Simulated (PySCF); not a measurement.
Molfile (atoms numbered from 1):
```
C8H10
     RDKit          3D

 18 18  0  0  0  0  0  0  0  0999 V2000
   -2.3179   -1.1826    0.0472 C   0  0  0  0  0  0  0  0  0  0  0  0
   -1.0927   -0.3221   -0.0676 C   0  0  0  0  0  0  0  0  0  0  0  0
   -1.1982    1.0425   -0.3594 C   0  0  0  0  0  0  0  0  0  0  0  0
   -0.0590    1.8406   -0.4276 C   0  0  0  0  0  0  0  0  0  0  0  0
    1.2005    1.2880   -0.2092 C   0  0  0  0  0  0  0  0  0  0  0  0
    1.3383   -0.0749    0.0771 C   0  0  0  0  0  0  0  0  0  0  0  0
    2.6946   -0.6882    0.2750 C   0  0  0  0  0  0  0  0  0  0  0  0
    0.1816   -0.8588    0.1449 C   0  0  0  0  0  0  0  0  0  0  0  0
   -3.1353   -0.8075   -0.5858 H   0  0  0  0  0  0  0  0  0  0  0  0
   -2.6914   -1.2017    1.0850 H   0  0  0  0  0  0  0  0  0  0  0  0
   -2.1104   -2.2231   -0.2429 H   0  0  0  0  0  0  0  0  0  0  0  0
   -2.1841    1.4828   -0.5328 H   0  0  0  0  0  0  0  0  0  0  0  0
   -0.1540    2.9058   -0.6533 H   0  0  0  0  0  0  0  0  0  0  0  0
    2.0907    1.9209   -0.2633 H   0  0  0  0  0  0  0  0  0  0  0  0
    2.6559   -1.5405    0.9691 H   0  0  0  0  0  0  0  0  0  0  0  0
    3.1018   -1.0631   -0.6792 H   0  0  0  0  0  0  0  0  0  0  0  0
    3.4144    0.0429    0.6710 H   0  0  0  0  0  0  0  0  0  0  0  0
    0.2765   -1.9260    0.3714 H   0  0  0  0  0  0  0  0  0  0  0  0
  1  2  1  0
  2  3  1  0
  3  4  2  0
  4  5  1  0
  5  6  2  0
  6  7  1  0
  6  8  1  0
  8  2  2  0
  1  9  1  0
  1 10  1  0
  1 11  1  0
  3 12  1  0
  4 13  1  0
  5 14  1  0
  7 15  1  0
  7 16  1  0
  7 17  1  0
  8 18  1  0
M  END
```

PySCF 2.14 calculation with PBE0-D3(BJ)/def2-SVP structure and GIAO PBE0/pcSseg-1 shieldings; rapidly exchanging positions averaged, no solvent model, non-relativistic, one computed conformer.

δ = σ(ref) − σ, references computed at the same level: ¹³C (σref 184.41), ¹H (σref 31.27) vs TMS.

| atoms | nucleus | count | δ (ppm) |
| --- | --- | --- | --- |
| C1/C7 | ¹³C | 2 | ? |
| C8 | ¹³C | 1 | 135.1 |
| H18 | ¹H | 1 | 7.12 |
| H9/H10/H11/H15/H16/H17 | ¹H | 6 | 2.35 |
| H12/H14 | ¹H | 2 | ? |
| C3/C5 | ¹³C | 2 | 131.6 |
| H13 | ¹H | 1 | 7.28 |
| C2/C6 | ¹³C | 2 | ? |
| C4 | ¹³C | 1 | 133.8 |

Estimate the values marked ?.

## Answers


- C2/C6: 142.8 ppm, substituted aromatic carbon
- C1/C7: 23.3 ppm, methyl carbon on an aromatic ring; saturated and bonded to C and H only
- H12/H14: 7.08 ppm, hydrogen on an aromatic CH; ring-current deshielding

Shifts are as computed. Against solution values, carbons near 30 ppm lie about +2 ppm off and those near 130 ppm about +5 ppm. Of 1211 compounds with measured shifts, 218 miss one by over three times the rms of a fit or turn the order of signals round; such compounds aren't used in these exercises.
